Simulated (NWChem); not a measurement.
**GaF (SMILES [F][Ga]): name the method**

The species is GaF (2 atoms), meant as a singlet with charge 0. As SMILES, `[F][Ga]`. The shape is that of a PBE0-D4/def2-TZVP optimisation.

```xyz
2

F     0.0000    0.0000    0.0063
Ga    0.0000    0.0000    1.7929
```

Orbital energies are those of the mean-field step.

A calculation with NWChem 7.3.0 gave:

```
total energy  : -2024.5277 Eh
dipole moment : 1.83 D
HOMO energy   : -7.58 eV
LUMO energy   : -1.53 eV
HOMO–LUMO gap : 6.04 eV
largest force : 0.045 eV/Å
```

**Question.** Which of these levels gave the numbers?
A. CCSD(T)/def2-TZVPPD
B. B3LYP/6-31G* (Cartesian functions)
C. HF/STO-3G
D. SVWN5/def2-TZVPPD

**Answer.** B. The others give -2021.1552 Eh (SVWN5/def2-TZVPPD), -1998.8660 Eh (HF/STO-3G), -2023.2627 Eh (CCSD(T)/def2-TZVPPD).
